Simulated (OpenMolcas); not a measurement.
Hf II: effect of the level shift or regulariser

- Program: OpenMolcas
- Basis: ANO-RCC-VDZP [7s6p4d2f1g]
- Scalar Hamiltonian: DKH2, point nucleus
- Active space: 3 electrons in 6 orbitals (5d 6s)
- State averaging: 2S+1 = 2 even, 65 roots; 2S+1 = 4 even, 20 roots kept (CI in the orbitals of an earlier block)
- Spin-orbit coupling: RASSI with atomic mean-field integrals over the reference wave functions, term energies averaged over their components

Methods on the same reference wave functions:
A. CASSCF
B. MS-CASPT2, IPEA 0.25 Eh, imaginary shift 0.1 Eh (closed shells correlated: 5s 5p)
C. MS-CASPT2, IPEA 0.25 Eh, imaginary shift 0.3 Eh (closed shells correlated: 5s 5p)

Energies in cm⁻¹ above 5d 6s² ²D_3/2, the measured ground level; measured values from NIST Handbook of Basic Atomic Spectroscopic Data.

| Level | A | B | C | Measured |
| --- | --- | --- | --- | --- |
| 5d² 6s ⁴F_3/2 [66 %] | -2217 | 4460 | 4170 | 3645 |
| 5d² 6s ⁴F_5/2 | -640 | 5700 | 5430 | 4905 |
| 5d 6s² ²D_3/2 [65 %] | 0.0 | 0.0 | 0.0 | 0.0 |
| 5d² 6s ⁴F_7/2 | 1414 | 7320 | 7010 | 6344 |
| 5d 6s² ²D_5/2 | 2063 | 2980 | 2920 | 3051 |
| 5d² 6s ⁴F_9/2 | 3496 | 9410 | 9100 | 8362 |
| 5d² 6s ⁴P_1/2 | 8090 | 12870 | 12600 |  |
| 5d² 6s ⁴P_3/2 | 9088 | 13920 | 13630 |  |
| 5d² 6s ²P_1/2 | 11392 | 15800 | 15650 |  |
| 5d³ ⁴F_3/2 | 13038 | 20140 | 19870 |  |
| 5d² 6s ²G_9/2 | 14242 | 19680 | 19420 |  |
| 5d³ ⁴F_5/2 | 14291 | 21480 | 21190 |  |
| 5d³ ⁴F_7/2 | 16347 | 23200 | 22920 |  |
| 5d² 6s ²D_5/2 [70 %] | 16448 | 19040 | 18790 |  |
| 5d³ ⁴F_9/2 | 18097 | 24950 | 24670 |  |
| 5d³ ⁴P_1/2 | 23082 | 28830 | 28590 |  |
| 5d³ ⁴P_3/2 | 23770 | 29290 | 29090 |  |
| 5d³ ⁴P_5/2 | 24887 | 30720 | 30460 |  |
| 5d³ ²H_9/2 [53 %] | 25133 | 31540 | 31310 |  |
| 5d³ ²G_7/2 | 26213 | 31640 | 31550 |  |
| 5d³ ²H_11/2 | 28010 | 34980 | 34650 |  |
| 5d³ ²G_9/2 [50 %] | 29511 | 35770 | 35540 |  |
| 5d³ ²D_3/2 | 29711 | 33620 | 33730 |  |
| 5d³ ²D_5/2 | 31748 | 35840 | 35930 |  |

A puts 5d² 6s ⁴F_3/2 [66 %] lowest.

Deviations, from unrounded energies. A percentage is the sum of absolute deviations over the sum of measured energies, with the sign that they share, or ± where signs differ.

| Against measurement | Levels | A | B | C |
| --- | --- | --- | --- | --- |
| mean absolute deviation (cm-1) | 5 | 4400 | 740 | 510 |
| fine structure of the ground term (%) | 1 | -32.4 | -2.2 | -4.2 |
| other configurations (%) | 4 | -91.2 | +15.6 | +10.5 |

C lies closest to measurement on these levels and A furthest from it. The largest miss of C in the table is 5d² 6s ⁴F_9/2, by +740 cm-1. The ranking rests on the paired levels alone, and a cruder setting can come out closer through cancelling errors.

Between B and C the level of the table that moves most is 5d³ ²H_11/2, by 330 cm-1 (lowest in C, highest in B). Moves below CASPT2's spread within the term are not significant.

The mean deviations of B to C differ by less than CASPT2's widest spread within a term (350 cm-1), so their order carries little weight.

The lowest spin-free term lies below A's lowest term by 0.195 hartree in B, 0.193 hartree in C.

CASPT2 does not keep the components of a term degenerate, so their means are used; among the terms shown or strongly mixed into the levels shown the widest spread is 350 cm-1 (5d² 6s ⁴F, B). Some levels mix across a computed gap that differs much from the measured one, so their mixing is not that of the real levels. Terms from blocks run as CI alone lack orbitals of their own. Configurations are named by rounded mean occupations; where the s occupation lies near a half they are strongly mixed, a name can repeat and a true partner stay unpaired. A single d shell beside an s shell can misplace configurations of different d count against each other. Without dynamic correlation excited terms often stand tens of per cent too high (terms of higher spin than the ground term too low), and those without a measured partner can miss by more than the paired ones (holds for A). The lowest computed level is not the ground level that NIST lists (2D3/2) (holds for A). The lowest spin-free term belongs to 5d 6s², not to the configuration of the lowest level (holds for A). Computed and measured levels are paired by configuration, term and J; levels that our copy of the source lacks, or whose pairing is in doubt (as where it misses far off the trend of its configuration), stay unpaired and out of the deviations. Levels of configurations outside the active space are missing. Levels that lie high or do not pair safely by name in every column are left out.

A share in square brackets marks a mixed level and gives the weight of the term that names it, the lowest over the columns.
